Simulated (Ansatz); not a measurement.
Relaxation of `COc1ccc(-c2ccc(C#Cc3ccc(C#Cc4ccc(C#Cc5ccc(C#Cc6ccc(C#Cc7ccc(C#Cc8ccc(C(F)=C(F)F)cc8)cc7)cc6)cc5)cc4)cc3)cc2)cc1` with RKS r2SCAN-D4/def2-SVP.

```sh
$ ansatz run in.yaml --threads 11 --pin off --events-out ev --progress --plain --max-ram 174080MiB --backend cuda --devices 0, --max-vram 75GiB
```

```yaml
crystal:
  periodic: [false, false, false]
  atoms:
    - {symbol: C, position_ang: [25.111990, -2.485530, 0.003380]}
    - {symbol: O, position_ang: [24.588110, -1.181460, 0.056070]}
    - {symbol: C, position_ang: [23.235070, -1.024220, 0.085930]}
    - {symbol: C, position_ang: [22.773730, 0.291310, 0.163570]}
    - {symbol: C, position_ang: [21.423940, 0.558820, 0.205680]}
    - {symbol: C, position_ang: [20.488680, -0.476130, 0.183060]}
    - {symbol: C, position_ang: [19.048440, -0.197190, 0.249970]}
    - {symbol: C, position_ang: [18.484360, 0.842630, -0.488530]}
    - {symbol: C, position_ang: [17.129470, 1.094800, -0.432980]}
    - {symbol: C, position_ang: [16.302210, 0.313620, 0.375410]}
    - {symbol: C, position_ang: [14.911880, 0.554310, 0.423900]}
    - {symbol: C, position_ang: [13.719690, 0.744980, 0.467430]}
    - {symbol: C, position_ang: [12.320550, 0.928540, 0.472140]}
    - {symbol: C, position_ang: [11.571990, 0.526140, -0.637650]}
    - {symbol: C, position_ang: [10.203950, 0.675930, -0.644390]}
    - {symbol: C, position_ang: [9.549570, 1.233960, 0.458900]}
    - {symbol: C, position_ang: [8.147110, 1.368880, 0.445540]}
    - {symbol: C, position_ang: [6.942770, 1.467060, 0.407990]}
    - {symbol: C, position_ang: [5.537810, 1.557790, 0.362980]}
    - {symbol: C, position_ang: [4.831190, 2.205030, 1.381990]}
    - {symbol: C, position_ang: [3.456080, 2.267600, 1.343810]}
    - {symbol: C, position_ang: [2.752640, 1.684750, 0.284920]}
    - {symbol: C, position_ang: [1.344850, 1.715370, 0.247660]}
    - {symbol: C, position_ang: [0.136760, 1.714120, 0.200290]}
    - {symbol: C, position_ang: [-1.269510, 1.682190, 0.126650]}
    - {symbol: C, position_ang: [-2.051910, 1.974290, 1.248630]}
    - {symbol: C, position_ang: [-3.424450, 1.897090, 1.175910]}
    - {symbol: C, position_ang: [-4.049370, 1.535010, -0.021880]}
    - {symbol: C, position_ang: [-5.450920, 1.414640, -0.082520]}
    - {symbol: C, position_ang: [-6.650750, 1.274720, -0.126190]}
    - {symbol: C, position_ang: [-8.044150, 1.075620, -0.163310]}
    - {symbol: C, position_ang: [-8.765390, 0.938780, 1.027430]}
    - {symbol: C, position_ang: [-10.121620, 0.706170, 0.994140]}
    - {symbol: C, position_ang: [-10.792570, 0.612340, -0.229570]}
    - {symbol: C, position_ang: [-12.177010, 0.354100, -0.260780]}
    - {symbol: C, position_ang: [-13.361810, 0.116080, -0.280360]}
    - {symbol: C, position_ang: [-14.739180, -0.178790, -0.302120]}
    - {symbol: C, position_ang: [-15.334780, -0.830980, 0.782000]}
    - {symbol: C, position_ang: [-16.678800, -1.129920, 0.760920]}
    - {symbol: C, position_ang: [-17.458570, -0.785900, -0.346990]}
    - {symbol: C, position_ang: [-18.834370, -1.098750, -0.369840]}
    - {symbol: C, position_ang: [-20.013070, -1.365800, -0.384370]}
    - {symbol: C, position_ang: [-21.388340, -1.679190, -0.406100]}
    - {symbol: C, position_ang: [-21.897370, -2.550430, -1.373480]}
    - {symbol: C, position_ang: [-23.238740, -2.864150, -1.398550]}
    - {symbol: C, position_ang: [-24.109440, -2.304230, -0.459590]}
    - {symbol: C, position_ang: [-25.536360, -2.596280, -0.450220]}
    - {symbol: F, position_ang: [-26.301300, -1.745690, 0.271300]}
    - {symbol: C, position_ang: [-26.192970, -3.600260, -1.038040]}
    - {symbol: F, position_ang: [-27.505710, -3.779260, -0.968860]}
    - {symbol: F, position_ang: [-25.636140, -4.565870, -1.759220]}
    - {symbol: C, position_ang: [-23.600170, -1.424550, 0.500700]}
    - {symbol: C, position_ang: [-22.257340, -1.120510, 0.534210]}
    - {symbol: C, position_ang: [-16.865640, -0.130750, -1.430010]}
    - {symbol: C, position_ang: [-15.522010, 0.171110, -1.406400]}
    - {symbol: C, position_ang: [-10.072780, 0.759590, -1.419540]}
    - {symbol: C, position_ang: [-8.715120, 0.985460, -1.387020]}
    - {symbol: C, position_ang: [-3.268600, 1.269870, -1.151840]}
    - {symbol: C, position_ang: [-1.896100, 1.338720, -1.076640]}
    - {symbol: C, position_ang: [3.460410, 1.051300, -0.742650]}
    - {symbol: C, position_ang: [4.834610, 0.987520, -0.704380]}
    - {symbol: C, position_ang: [10.299860, 1.642880, 1.565490]}
    - {symbol: C, position_ang: [11.669460, 1.491490, 1.572300]}
    - {symbol: C, position_ang: [16.862200, -0.721890, 1.125590]}
    - {symbol: C, position_ang: [18.216160, -0.972910, 1.056880]}
    - {symbol: C, position_ang: [20.956610, -1.782730, 0.099660]}
    - {symbol: C, position_ang: [22.310370, -2.061590, 0.045740]}
    - {symbol: H, position_ang: [24.799030, -3.079480, 0.868510]}
    - {symbol: H, position_ang: [24.817290, -3.000330, -0.917230]}
    - {symbol: H, position_ang: [26.194710, -2.368820, 0.019830]}
    - {symbol: H, position_ang: [23.500480, 1.087520, 0.197060]}
    - {symbol: H, position_ang: [21.086910, 1.582360, 0.281490]}
    - {symbol: H, position_ang: [19.115450, 1.441540, -1.129810]}
    - {symbol: H, position_ang: [16.696220, 1.895550, -1.014800]}
    - {symbol: H, position_ang: [12.081570, 0.091840, -1.485480]}
    - {symbol: H, position_ang: [9.623490, 0.361880, -1.499840]}
    - {symbol: H, position_ang: [5.375560, 2.651280, 2.201910]}
    - {symbol: H, position_ang: [2.909860, 2.767490, 2.130710]}
    - {symbol: H, position_ang: [-1.568790, 2.252560, 2.174160]}
    - {symbol: H, position_ang: [-4.032050, 2.110460, 2.043470]}
    - {symbol: H, position_ang: [-8.243820, 1.007870, 1.971380]}
    - {symbol: H, position_ang: [-10.678140, 0.591830, 1.912840]}
    - {symbol: H, position_ang: [-14.728360, -1.103630, 1.633210]}
    - {symbol: H, position_ang: [-17.141080, -1.635520, 1.596550]}
    - {symbol: H, position_ang: [-21.226150, -2.977470, -2.103910]}
    - {symbol: H, position_ang: [-23.606200, -3.537050, -2.155510]}
    - {symbol: H, position_ang: [-24.268530, -0.984980, 1.225130]}
    - {symbol: H, position_ang: [-21.869380, -0.447040, 1.284270]}
    - {symbol: H, position_ang: [-17.473080, 0.140770, -2.281400]}
    - {symbol: H, position_ang: [-15.061740, 0.680100, -2.240580]}
    - {symbol: H, position_ang: [-10.590390, 0.683440, -2.364730]}
    - {symbol: H, position_ang: [-8.155890, 1.092000, -2.305530]}
    - {symbol: H, position_ang: [-3.753640, 1.000540, -2.079390]}
    - {symbol: H, position_ang: [-1.289480, 1.126130, -1.945250]}
    - {symbol: H, position_ang: [2.913580, 0.609100, -1.563200]}
    - {symbol: H, position_ang: [5.380300, 0.490850, -1.494240]}
    - {symbol: H, position_ang: [9.793520, 2.074050, 2.417150]}
    - {symbol: H, position_ang: [12.250260, 1.806190, 2.427290]}
    - {symbol: H, position_ang: [16.223770, -1.324240, 1.755900]}
    - {symbol: H, position_ang: [18.645400, -1.767440, 1.650780]}
    - {symbol: H, position_ang: [20.250440, -2.599580, 0.055720]}
    - {symbol: H, position_ang: [22.628680, -3.089450, -0.030620]}
basis:
  gaussian: {orbitals: def2-SVP, fitting: {mean_field: def2-universal-jkfit}}
hamiltonian: {xc: r2scan, dispersion: d4}
scf: {lower_state_search: "off"}
output: {orbitals: {seedname: orbitals}}
relax: {f_tol: 0.03, max_steps: 70}
```

It took 2.8 min on 11 threads of AMD EPYC 7R13 on a shared host and a whole NVIDIA H100 80GB HBM3, peak host memory 1.7 GiB.

Positions (Å) and forces (eV/Å) at steps 1, 2 of 29:

```xyz
102
step=1 energy=-75991.3904 eV
C    25.112   -2.486    0.003   -0.079    0.262    0.009
O    24.588   -1.181    0.056   -0.370    0.219    0.012
C    23.235   -1.024    0.086    0.710    0.066   -0.011
C    22.774    0.291    0.164    0.223    0.050   -0.026
C    21.424    0.559    0.206    0.053    0.057   -0.063
C    20.489   -0.476    0.183   -0.471    0.050    0.006
C    19.048   -0.197    0.250    0.436   -0.094   -0.017
C    18.484    0.843   -0.489    0.038    0.115   -0.027
C    17.129    1.095   -0.433    0.087    0.177   -0.118
C    16.302    0.314    0.375   -0.426    0.071    0.015
C    14.912    0.554    0.424    1.104   -0.150   -0.010
C    13.720    0.745    0.467   -1.112    0.201    0.059
C    12.321    0.929    0.472    0.462   -0.069   -0.015
C    11.572    0.526   -0.638   -0.110   -0.056   -0.195
C    10.204    0.676   -0.644    0.069   -0.091   -0.201
C     9.550    1.234    0.459   -0.499    0.044   -0.013
C     8.147    1.369    0.446    1.225   -0.077    0.038
C     6.943    1.467    0.408   -1.231    0.119   -0.008
C     5.538    1.558    0.363    0.523   -0.040   -0.008
C     4.831    2.205    1.382   -0.095    0.111    0.190
C     3.456    2.268    1.344    0.093    0.106    0.190
C     2.753    1.685    0.285   -0.517    0.012   -0.027
C     1.345    1.715    0.248    1.237    0.036    0.060
C     0.137    1.714    0.200   -1.237    0.028   -0.038
C    -1.270    1.682    0.127    0.520    0.027    0.008
C    -2.052    1.974    1.249   -0.103    0.062    0.203
C    -3.424    1.897    1.176    0.083    0.067    0.210
C    -4.049    1.535   -0.022   -0.515   -0.023   -0.030
C    -5.451    1.415   -0.083    1.222    0.154    0.038
C    -6.651    1.275   -0.126   -1.224   -0.125   -0.048
C    -8.044    1.076   -0.163    0.508    0.073    0.014
C    -8.765    0.939    1.027   -0.101   -0.007    0.205
C   -10.122    0.706    0.994    0.096    0.017    0.224
C   -10.793    0.612   -0.230   -0.487   -0.097   -0.013
C   -12.177    0.354   -0.261    1.192    0.248    0.025
C   -13.362    0.116   -0.280   -1.182   -0.233   -0.033
C   -14.739   -0.179   -0.302    0.465    0.110    0.018
C   -15.335   -0.831    0.782   -0.079   -0.099    0.201
C   -16.679   -1.130    0.761    0.101   -0.044    0.181
C   -17.459   -0.786   -0.347   -0.464   -0.104   -0.005
C   -18.834   -1.099   -0.370    1.075    0.258    0.017
C   -20.013   -1.366   -0.384   -1.054   -0.240   -0.017
C   -21.388   -1.679   -0.406    0.419    0.102    0.018
C   -21.897   -2.550   -1.373   -0.051   -0.109   -0.102
C   -23.239   -2.864   -1.399    0.043   -0.054   -0.061
C   -24.109   -2.304   -0.460   -0.574   -0.206   -0.033
C   -25.536   -2.596   -0.450    0.094    0.629    0.349
F   -26.301   -1.746    0.271    0.063   -0.158   -0.056
C   -26.193   -3.600   -1.038   -0.871   -1.085   -0.561
F   -27.506   -3.779   -0.969    0.579    0.261    0.080
F   -25.636   -4.566   -1.759    0.016    0.417    0.254
C   -23.600   -1.425    0.501   -0.188    0.039    0.092
C   -22.257   -1.121    0.534   -0.075    0.038    0.067
C   -16.866   -0.131   -1.430    0.076    0.096   -0.174
C   -15.522    0.171   -1.406   -0.099    0.049   -0.211
C   -10.073    0.760   -1.420    0.102    0.037   -0.220
C    -8.715    0.985   -1.387   -0.090    0.000   -0.221
C    -3.269    1.270   -1.152    0.112   -0.039   -0.203
C    -1.896    1.339   -1.077   -0.082   -0.054   -0.218
C     3.460    1.051   -0.743    0.098   -0.097   -0.194
C     4.835    0.988   -0.704   -0.107   -0.095   -0.187
C    10.300    1.643    1.565    0.079    0.084    0.205
C    11.669    1.491    1.572   -0.085    0.097    0.194
C    16.862   -0.722    1.126    0.031   -0.192    0.114
C    18.216   -0.973    1.057   -0.012   -0.114    0.039
C    20.957   -1.783    0.100   -0.064   -0.034    0.066
C    22.310   -2.062    0.046    0.248   -0.316    0.002
H    24.799   -3.079    0.869   -0.087   -0.214    0.242
H    24.817   -3.000   -0.917   -0.085   -0.195   -0.259
H    26.195   -2.369    0.020    0.308   -0.050   -0.005
H    23.500    1.088    0.197    0.383    0.381    0.022
H    21.087    1.582    0.281   -0.156    0.473    0.050
H    19.115    1.442   -1.130    0.280    0.261   -0.289
H    16.696    1.896   -1.015   -0.188    0.327   -0.256
H    12.082    0.092   -1.485    0.207   -0.182   -0.357
H     9.623    0.362   -1.500   -0.250   -0.129   -0.351
H     5.376    2.651    2.202    0.232    0.179    0.329
H     2.910    2.767    2.131   -0.235    0.191    0.329
H    -1.569    2.253    2.174    0.214    0.100    0.379
H    -4.032    2.110    2.043   -0.251    0.086    0.361
H    -8.244    1.008    1.971    0.212    0.030    0.382
H   -10.678    0.592    1.913   -0.250   -0.048    0.382
H   -14.728   -1.104    1.633    0.267   -0.104    0.362
H   -17.141   -1.636    1.597   -0.192   -0.210    0.338
H   -21.226   -2.977   -2.104    0.284   -0.180   -0.312
H   -23.606   -3.537   -2.156   -0.202   -0.302   -0.353
H   -24.269   -0.985    1.225   -0.313    0.184    0.300
H   -21.869   -0.447    1.284    0.171    0.286    0.306
H   -17.473    0.141   -2.281   -0.252    0.101   -0.350
H   -15.062    0.680   -2.241    0.204    0.214   -0.351
H   -10.590    0.683   -2.365   -0.233   -0.026   -0.388
H    -8.156    1.092   -2.306    0.234    0.041   -0.371
H    -3.754    1.001   -2.079   -0.202   -0.113   -0.366
H    -1.289    1.126   -1.945    0.255   -0.096   -0.349
H     2.914    0.609   -1.563   -0.221   -0.190   -0.329
H     5.380    0.491   -1.494    0.234   -0.191   -0.306
H     9.794    2.074    2.417   -0.215    0.183    0.347
H    12.250    1.806    2.427    0.247    0.120    0.354
H    16.224   -1.324    1.756   -0.270   -0.238    0.270
H    18.645   -1.767    1.651    0.188   -0.345    0.268
H    20.250   -2.600    0.056   -0.320   -0.365   -0.027
H    22.629   -3.089   -0.031    0.178   -0.464   -0.038
102
step=2 energy=-75991.8307 eV
C    25.218   -2.512   -0.006    0.026    0.072   -0.004
O    24.712   -1.198    0.042   -0.142    0.032    0.005
C    23.364   -1.036    0.081    0.282    0.030   -0.015
C    22.904    0.287    0.147    0.040    0.051   -0.008
C    21.545    0.553    0.192    0.056    0.006   -0.008
C    20.603   -0.490    0.186   -0.172    0.013    0.006
C    19.158   -0.210    0.253    0.185   -0.034    0.002
C    18.592    0.844   -0.481   -0.018    0.034   -0.012
C    17.229    1.101   -0.426    0.075    0.046   -0.061
C    16.391    0.310    0.380   -0.180    0.025    0.000
C    14.996    0.555    0.428   -0.033    0.022    0.023
C    13.790    0.749    0.471    0.037   -0.004    0.000
C    12.386    0.934    0.474    0.209   -0.031   -0.020
C    11.629    0.536   -0.646   -0.074   -0.019   -0.063
C    10.254    0.689   -0.651    0.076   -0.038   -0.082
C     9.597    1.250    0.462   -0.231    0.015   -0.007
C     8.192    1.390    0.451    0.042    0.013   -0.008
C     6.975    1.491    0.415   -0.040    0.017    0.023
C     5.567    1.582    0.369    0.248   -0.024   -0.003
C     4.855    2.224    1.402   -0.083    0.049    0.078
C     3.473    2.288    1.362    0.083    0.037    0.086
C     2.766    1.714    0.287   -0.243   -0.011   -0.005
C     1.357    1.750    0.248    0.055    0.020    0.009
C     0.135    1.751    0.199   -0.053    0.025   -0.004
C    -1.273    1.719    0.124    0.247   -0.021    0.010
C    -2.060    2.006    1.256   -0.091    0.027    0.085
C    -3.439    1.928    1.184    0.075    0.032    0.088
C    -4.069    1.567   -0.023   -0.243   -0.026   -0.008
C    -5.473    1.443   -0.083    0.034    0.015    0.000
C    -6.687    1.298   -0.128   -0.039   -0.002   -0.004
C    -8.082    1.094   -0.165    0.236    0.047    0.008
C    -8.809    0.955    1.034   -0.088   -0.018    0.081
C   -10.171    0.717    1.001    0.082    0.009    0.094
C   -10.847    0.621   -0.231   -0.239   -0.029   -0.008
C   -12.234    0.360   -0.262    0.015    0.006    0.004
C   -13.432    0.117   -0.282   -0.020   -0.003   -0.009
C   -14.813   -0.182   -0.303    0.217    0.045    0.006
C   -15.416   -0.824    0.796   -0.083   -0.040    0.085
C   -16.767   -1.127    0.775    0.072    0.003    0.063
C   -17.552   -0.796   -0.347   -0.212   -0.062   -0.009
C   -18.933   -1.113   -0.370   -0.049    0.001    0.006
C   -20.125   -1.386   -0.385    0.042    0.009    0.000
C   -21.506   -1.704   -0.408    0.181    0.051    0.021
C   -22.019   -2.582   -1.381   -0.078   -0.048   -0.053
C   -23.369   -2.896   -1.410    0.068   -0.017   -0.032
C   -24.248   -2.338   -0.464   -0.246   -0.088   -0.037
C   -25.676   -2.626   -0.453    0.043    0.238    0.191
F   -26.438   -1.797    0.292    0.038   -0.089   -0.055
C   -26.334   -3.635   -1.046   -0.405   -0.466   -0.287
F   -27.639   -3.809   -0.974    0.274    0.122    0.061
F   -25.769   -4.580   -1.779    0.007    0.214    0.125
C   -23.738   -1.452    0.502   -0.022    0.044    0.036
C   -22.387   -1.143    0.534   -0.074    0.000    0.025
C   -16.950   -0.153   -1.446    0.066    0.028   -0.066
C   -15.599    0.150   -1.424   -0.089    0.014   -0.081
C   -10.123    0.777   -1.430    0.085    0.018   -0.088
C    -8.758    1.005   -1.397   -0.085   -0.016   -0.091
C    -3.283    1.297   -1.161    0.089   -0.012   -0.080
C    -1.904    1.368   -1.087   -0.078   -0.022   -0.095
C     3.479    1.080   -0.750    0.084   -0.043   -0.075
C     4.860    1.014   -0.709   -0.088   -0.029   -0.082
C    10.354    1.656    1.577    0.081    0.031    0.086
C    11.730    1.498    1.584   -0.068    0.034    0.076
C    16.953   -0.741    1.126    0.062   -0.065    0.057
C    18.315   -0.995    1.057   -0.031   -0.028    0.010
C    21.076   -1.806    0.119    0.017   -0.005    0.009
C    22.440   -2.086    0.059    0.031   -0.137    0.005
H    24.902   -3.101    0.871   -0.014   -0.052    0.068
H    24.900   -3.037   -0.922   -0.018   -0.046   -0.064
H    26.309   -2.420   -0.004    0.071   -0.019   -0.004
H    23.639    1.091    0.175    0.104    0.085   -0.004
H    21.203    1.585    0.269   -0.039    0.118    0.000
H    19.229    1.448   -1.128    0.075    0.071   -0.067
H    16.793    1.906   -1.017   -0.041    0.091   -0.049
H    12.140    0.099   -1.503    0.058   -0.042   -0.090
H     9.666    0.375   -1.513   -0.065   -0.025   -0.084
H     5.404    2.666    2.233    0.067    0.037    0.080
H     2.920    2.778    2.163   -0.064    0.050    0.070
H    -1.570    2.275    2.192    0.061    0.034    0.084
H    -4.051    2.136    2.062   -0.068    0.022    0.085
H    -8.282    1.025    1.986    0.055    0.012    0.091
H   -10.732    0.600    1.927   -0.073   -0.014    0.090
H   -14.806   -1.084    1.660    0.064   -0.019    0.084
H   -17.233   -1.630    1.621   -0.058   -0.044    0.088
H   -21.342   -3.010   -2.120    0.064   -0.049   -0.077
H   -23.740   -3.568   -2.180   -0.055   -0.078   -0.080
H   -24.415   -1.006    1.229   -0.082    0.037    0.074
H   -21.998   -0.459    1.288    0.041    0.071    0.077
H   -17.559    0.104   -2.312   -0.070    0.021   -0.083
H   -15.132    0.651   -2.272    0.051    0.043   -0.085
H   -10.646    0.705   -2.382   -0.069   -0.009   -0.091
H    -8.194    1.113   -2.323    0.061    0.018   -0.088
H    -3.773    1.018   -2.093   -0.059   -0.023   -0.087
H    -1.292    1.145   -1.960    0.069   -0.012   -0.083
H     2.928    0.633   -1.577   -0.058   -0.033   -0.084
H     5.412    0.516   -1.506    0.070   -0.044   -0.070
H     9.844    2.091    2.437   -0.056    0.043    0.083
H    12.316    1.806    2.449    0.072    0.031    0.083
H    16.308   -1.346    1.762   -0.067   -0.064    0.057
H    18.745   -1.799    1.656    0.048   -0.094    0.063
H    20.364   -2.631    0.080   -0.077   -0.092    0.006
H    22.765   -3.123   -0.012    0.040   -0.092    0.000
```

Single mean-field runs in def2-SVP are fitted with def2-universal-jkfit.
